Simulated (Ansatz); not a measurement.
Ansatz (an electronic-structure program) input:
A basis named .json is the Basis Set Exchange file of that set.

Ansatz 0.2 input:
```yaml
crystal:
  periodic: [false, false, false]
  atoms:
    - {symbol: C, position_ang: [-3.23297120, 1.06254893, 0.15580771]}
    - {symbol: C, position_ang: [-2.27107976, 0.04754257, -0.34060018]}
    - {symbol: C, position_ang: [-0.84961825, 0.22114586, 0.24526310]}
    - {symbol: C, position_ang: [0.11530059, -0.83249670, -0.28563869]}
    - {symbol: S, position_ang: [1.80161820, -0.73824508, 0.38862328]}
    - {symbol: C, position_ang: [2.38964608, 0.78505379, -0.39861719]}
    - {symbol: H, position_ang: [-3.32636515, 2.02415207, -0.33056070]}
    - {symbol: H, position_ang: [-3.74782357, 0.92455730, 1.09698490]}
    - {symbol: H, position_ang: [-2.20040595, 0.09628848, -1.43211383]}
    - {symbol: H, position_ang: [-2.62151285, -0.95937499, -0.09056590]}
    - {symbol: H, position_ang: [-0.48603477, 1.22142148, 0.00034672]}
    - {symbol: H, position_ang: [-0.89031795, 0.15979780, 1.33457394]}
    - {symbol: H, position_ang: [0.17369700, -0.79297857, -1.37651811]}
    - {symbol: H, position_ang: [-0.23296163, -1.83275768, -0.01954320]}
    - {symbol: H, position_ang: [3.43845486, 0.89402648, -0.12629982]}
    - {symbol: H, position_ang: [1.84547968, 1.66054118, -0.04728129]}
    - {symbol: H, position_ang: [2.31423440, 0.71348112, -1.48428386]}
basis:
  gaussian:
    orbitals: aug-cc-pV_D+d_Z.json
magnetization: {spin_polarized: true, initial_magnetization: 1}
correlation: {method: ccsd_t, electrons: outside_noble_gas}
output: {forces: true}
```

**Question.** What final total energy does it print?

**Answer.** -594.23918 Eh (CCSD(T)/aug-cc-pV(D+d)Z). The basis has 246 functions.

It need not be the lowest isomer of its formula.
